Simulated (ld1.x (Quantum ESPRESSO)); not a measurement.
## Configuration tests for Ge (TM)

ld1.x (Quantum ESPRESSO) 7.5 input, shortened:

```
&input
   title='Ge', zed=32., rel=1, dft='PBE', iswitch=3,
   config='[Ar] 3d10 4s2 4p0'
 /
 &inputp
   pseudotype=2, tm=.true., lloc=2,
   nlcc=.true., rcore=0.50
 /
3
4S  1  0   2.00   0.00  1.70  1.70  0.0
3P  2  1   6.00   0.00  0.65  0.65  0.0
3D  3  2  10.00   0.00  1.00  1.00  0.0
 &test
   configts(1)='3p6 3d10 4s2 4p0'
 /
```

Energies are relative to the spin-unpolarised reference configuration 3p6 3d10 4s2 4p0; without spin polarisation the order of configurations can differ from experiment. The frozen-core shift is the all-electron ΔE with the core orbitals held at their reference shape minus the fully relaxed ΔE.

Question: Give the all-electron excitation energy and the error of the potential for: 3p6 3d10 4s2 4p2; 3p6 3d10 4s2 4p1; 3p6 3d10 4s1 4p0; 3p6 3d10 4s0 4p0; 3p6 3d10 4s1 4p2; 3p5 3d10 4s2 4p2; 3p6 3d10 4s0 4p4.

Answer:

| valence configuration | charge | ΔE all-electron (eV) | error AE − PS (meV) | frozen-core shift (meV) |
| --- | --- | --- | --- | --- |
| 3p6 3d10 4s2 4p2 | 0 | -22.883 | -359 | -2.0 |
| 3p6 3d10 4s2 4p1 | +1 | -15.439 | -241 | -1.4 |
| 3p6 3d10 4s1 4p0 | +3 | 34.791 | -6.7 | +3.2 |
| 3p6 3d10 4s0 4p0 | +4 | 81.134 | -45 | +8.2 |
| 3p6 3d10 4s1 4p2 | +1 | -6.723 | -534 | -0.8 |
| 3p5 3d10 4s2 4p2 | +1 | 102.799 | -875 | +84 |
| 3p6 3d10 4s0 4p4 | 0 | -6.688 | -928 | -0.9 |

Levels in the configuration 3p6 3d10 4s0 4p0:

```csv
level,all-electron (eV),pseudo (eV)
3p,-164.739,-164.393
3d,-78.036,-77.757
```

A variational frozen-core shift is positive and of second order in the change. This column holds negative values, so the frozen-core run of ld1.x carries numerical noise or an error of first order here, and the column gives no more than the rough size of the effect.

Note: ghost state, extra bound levels that the all-electron valence spectrum of the same l lacks: s at -532.3 eV. A true bound ghost makes a file unfit for plane-wave use.
